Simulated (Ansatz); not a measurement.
Geometry optimisation, Ansatz 0.2.0, RKS PBE/def2-SVP.

input.yaml

```yaml
crystal:
  periodic: [false, false, false]
  atoms:
    - { symbol: Ga, position_ang: [-0.00565, 0.218577, 0.059982] }
    - { symbol: Cl, position_ang: [-0.102801, 0.492264, 2.257754] }
    - { symbol: H, position_ang: [1.353642, 0.046484, -0.678889] }
    - { symbol: Cl, position_ang: [-1.90256, 0.332827, -0.9505] }
    - { symbol: H, position_ang: [-0.187311, -2.436157, 0.826667] }
    - { symbol: H, position_ang: [-0.178821, -1.908796, 1.323386] }
basis:
  gaussian: { orbitals: def2-SVP }
hamiltonian:
  xc: pbe
relax:
  f_tol: 0.03
  max_steps: 50
output:
  orbitals: {}
```

Launched with:

```bash
$ ansatz run input.yaml --threads 1 --pin off --max-ram 2048MiB --backend cpu --events-out ev --progress --plain --runs-dir out
```

Question: Where does it end, and by what steps?

Answer: The forces met the threshold. The force dipped under the threshold on the way, but the program's further checks kept it going. After 9 steps the energy has fallen by 0.109 eV; Cl2 moved furthest, 0.36 Å.

| step | energy less start (eV) | largest force component (eV/Å) | accepted |
| --- | --- | --- | --- |
| 0 | 0.0000 | 1.383 | yes |
| 1 | -0.0941 | 0.328 | yes |
| 2 | -0.0988 | 0.218 | yes |
| 3 | -0.1036 | 0.055 | yes |
| 4 | -0.1054 | 0.049 | yes |
| 5 | -0.1080 | 0.084 | yes |
| 6 | -0.1085 | 0.036 | yes |
| 7 | -0.1088 | 0.005 | yes |
| 8 | -0.1089 | 0.043 | yes |
| 9 | -0.1089 | 0.022 | yes |

```xyz
6
Properties=species:S:1:pos:R:3
Ga -0.011 0.242 0.160
Cl -0.092 0.847 2.232
H 1.338 -0.061 -0.563
Cl -1.896 0.244 -0.889
H -0.259 -2.402 0.598
H -0.104 -2.124 1.301
```

Whether the end is a true minimum wasn't checked by a vibrational analysis.

Run time: 24 s on 1 thread of Arm Neoverse V1 (shared host), peak memory 0.12 GiB.
